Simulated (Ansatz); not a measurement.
`C#C[SiH2]B(C)F` → `C#CB(C)F` + `[SiH2]`  (silylene formation by 1,1-elimination)

Computed with Ansatz on PBE0-D4/def2-TZVP structures; ΔE is electronic, products minus reactants. CCSD(T)/CBS is the MP2 limit (def2-TZVPP, def2-QZVPP) plus CCSD(T) − MP2 in def2-TZVPP, frozen cores. This one scheme is used for every species. Functionals use def2-TZVPP. B3LYP here is the variant with VWN-RPA as its local correlation; programs differ in this. Each species was taken in one conformer, which may not be the lowest.

| level | ΔE (kcal/mol) |
| --- | --- |
| r2SCAN-D4 | 52.0 |
| B3LYP | 42.9 |
| SCS-MP2/def2-TZVPP | 46.8 |
| CCSD/def2-TZVPP | 44.4 |
| CCSD(T)/def2-TZVPP | 45.6 |
| MP2/def2-QZVPP | 50.5 |
| SCS-MP2/def2-QZVPP | 47.9 |
| MP2/CBS(def2) | 51.3 |

What does CCSD(T)/CBS give? (An estimate is asked.)

Ansatz gave: +47.5 kcal/mol. The listed levels differ from it by 4.5, -4.6, -0.7, -3.1, -1.9, 3.0, 0.4, 3.8 kcal/mol.

Largest T1 diagnostic among the species: 0.014.

From PBE to PBE0 (25 % exact exchange), in def2-TZVPP and without D4, ΔE moves by +1.5 kcal/mol. The D4 term adds +3.1 kcal/mol with B3LYP and +1.8 kcal/mol with PBE0; it sums over pairs of atoms, weighted by their polarisabilities, and B3LYP, whose exchange is more repulsive, gets the larger term. In def2-TZVPP, CCSD(T) changes the Hartree–Fock value by +4.7 kcal/mol (the triples alone add +1.3 kcal/mol) and MP2 by +8.5 kcal/mol.
